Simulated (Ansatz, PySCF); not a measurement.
BrClMoS2, multiplicity 1. Atoms are numbered in the order given.

```xyz
5

Mo     0.0521    -0.3752     0.0000
S      1.1459    -0.9542     1.7025
S      1.1459    -0.9542    -1.7025
Cl    -1.9447    -1.4373     0.0000
Br    -0.1655     2.0207     0.0000
```
Charge 0, spin multiplicity 1.

The structure is a stationary point at B3LYP-D3(BJ)/def2-SVP. The multiplicity is an assumed one; no other spin state was optimised. The structure was generated by enumeration; whether it is a known compound was not checked. The def2 effective core potentials stand for the cores of Mo; spin–orbit coupling is left out.

Vertical ionisation energy (IE) and electron affinity (EA) in eV. Rows of orbital energies are one-electron estimates. Where ΔSCF, EOM or ADC give a negative EA the extra electron is unbound and the value depends on the basis.

```
level                                                                       IE          EA
------------------------------------------------------------------  ----------  ----------
−ε(HOMO), −ε(LUMO), M06-2X/def2-TZVP (PySCF)                              8.82        3.28
−ε(HOMO), −ε(LUMO), PBE/def2-TZVP (PySCF)                           (withheld)  (withheld)
ΔSCF, PBE/def2-SVPD (Ansatz), final states of multiplicity 2 and 2        9.35        2.36
```

Problem. Complete the blanks. (Estimate from the structure and the level; the computed values follow.)

Solution. 
- −ε(HOMO), −ε(LUMO), PBE/def2-TZVP (PySCF), IE: 6.65
- −ε(HOMO), −ε(LUMO), PBE/def2-TZVP (PySCF), EA: 4.69

Problem. What vertical singlet–triplet gap does ΔSCF give with PBE/def2-SVPD (Ansatz, a program for electronic structure)? (The exact figures need the calculation; the answer reports its results.)

Solution. 1.91 eV (triplet above singlet where positive).
